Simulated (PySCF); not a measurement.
C6H10O.
Bonds: O1–C2, C2–C3, C3–C4, C4–C5, C5–C6 (double), C6–C7, C3–C7. Hydrogens: H8 on O1; H9, H10 on C2; H11 on C3; H12, H13 on C4; H14 on C5; H15 on C6; H16, H17 on C7.

Structure optimised with GFN2-xTB, isolated species.

Q: What internal coordinates does the optimisation give?

A: 
```tsv
bond	length (Å)
O1–C2	1.407
C2–C3	1.534
C3–C4, C3–C7	1.541
C4–C5, C6–C7	1.499
C5=C6	1.321
O1–H8	0.964
C2–H9, C2–H10	1.097
C3–H11	1.094
C4–H12, C7–H17	1.092
C4–H13, C7–H16	1.093
C5–H14, C6–H15	1.076
```

Bonds in one row agree within 0.01 Å and their mean is given. A selection of angles:
```tsv
angle	degrees
C2–O1–H8	108.6
O1–C2–C3	113.1
O1–C2–H9	105.5
O1–C2–H10	110.3
C3–C2–H9	109.7
H9–C2–H10	108.5
C2–C3–C4	110.1
C2–C3–H11	108.4
C4–C3–C7	105.3
C4–C3–H11	111.3
C3–C4–C5	103.8
C3–C4–H12	111.0
C3–C4–H13	111.8
C5–C4–H12	112.3
C5–C4–H13	110.3
H12–C4–H13	107.7
C4–C5–C6	112.2
C4–C5–H14	121.4
C6–C5–H14	126.4
C5–C6–H15	126.5
```

Torsions: O1–C2–C3–C4 -60° (synclinal); C2–C3–C4–C5 -103° (anticlinal); C3–C4–C5–C6 -10° (synperiplanar); C4–C5–C6–C7 0° (synperiplanar); C5–C6–C7–C3 11° (synperiplanar); C2–C3–C7–C6 103° (anticlinal); H8–O1–C2–C3 -57° (synclinal). The mirror-image conformer, all signs reversed, is as good.

Of the pairs four or more bonds apart, O1···H12 is among the closest relative to their van der Waals radii: 2.51 Å, 92 % of the sum of Bondi's values. O1 (alcohol oxygen) is bent (angle 108.6°). The 6 C–C bonds span 1.321 Å (C5=C6, drawn double) to 1.542 Å (C3–C4, drawn single), a spread of 0.221 Å. The 5-membered ring C3–C4–C5–C6–C7 has internal angles of 103.8° to 112.2° (sum 537°, against 540° for a flat polygon); it is puckered, 0.08 Å rms from its mean plane, widest ring torsion 16°.

Point group: C1 (no symmetry element, even within 0.4 Å). Not checked by GFN2-xTB frequencies. One conformer, not necessarily the lowest (H–O1–C2–C3 -57°, O1–C2–C3–C4 -60°, C2–C3–C4–C5 -103°, C3–C4–C5–C6 -10°, C5–C6–C7–C3 11°, C2–C3–C7–C6 103°).

These are computed values.
